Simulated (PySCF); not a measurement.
## Complex of silylene SiF2 and ammonia

A gas-phase complex of silylene SiF2 and ammonia; neutral, singlet. The structure comes from a short search (a few tight-binding starts) and was relaxed by PBE0-D3(BJ)/def2-SVPD; another way of binding may lie lower. No frequency run checks that it is a minimum.

Parts: 1 = silylene SiF2 (F[Si]F), atoms 1–3; 2 = ammonia (N), atoms 4–7.

```
atom  part   x (Å)   y (Å)  z (Å)
  F1     1  -1.075   0.217  0.824
 Si2     1   0.227  -0.759  0.397
  F3     1   1.326   0.458  0.016
  N4     2   0.877  -0.520  2.358
  H5     2   0.662   0.452  2.588
  H6     2   0.406  -1.123  3.030
  H7     2   1.883  -0.656  2.442
```

```json
{"contact": "Si2···N4", "kind (by geometry)": "partial bond", "distance (Å)": "2.080", "angle (°)": "-"}
```

Interaction energies are complex less parts, with the parts frozen as they stand in it; counterpoise-corrected, in kcal/mol (PySCF). The CCSD(T) estimate is Hartree-Fock/aug-cc-pVTZ, plus the MP2 correlation part extrapolated as X⁻³ from aug-cc-pVDZ and aug-cc-pVTZ, plus CCSD(T) less MP2 in aug-cc-pVDZ; noble-gas cores are frozen. It isn't the exact limit.

(1) How strongly do the parts interact, level by level?

(2) What holds them together? Decompose the MP2/aug-cc-pVTZ energy: frozen parts, their antisymmetrised product, then relaxation.

Answers

(1) 
```json
{"level": "Hartree-Fock/aug-cc-pVTZ", "interaction": "-18.71", "superposition error removed": "-"}
{"level": "MP2/aug-cc-pVTZ", "interaction": "-19.67", "superposition error removed": "-1.43"}
{"level": "CCSD(T), estimated basis limit", "interaction": "-19.68", "superposition error removed": "-"}
```

(2) electrostatic -77.4, Pauli repulsion +106.2, orbital relaxation -48.0, correlation -1.9 kcal/mol, which sum to the value before the counterpoise correction, the first three by Hartree-Fock. Of the attraction, 61 % is electrostatic, 38 % is orbital relaxation, 2 % is correlation.
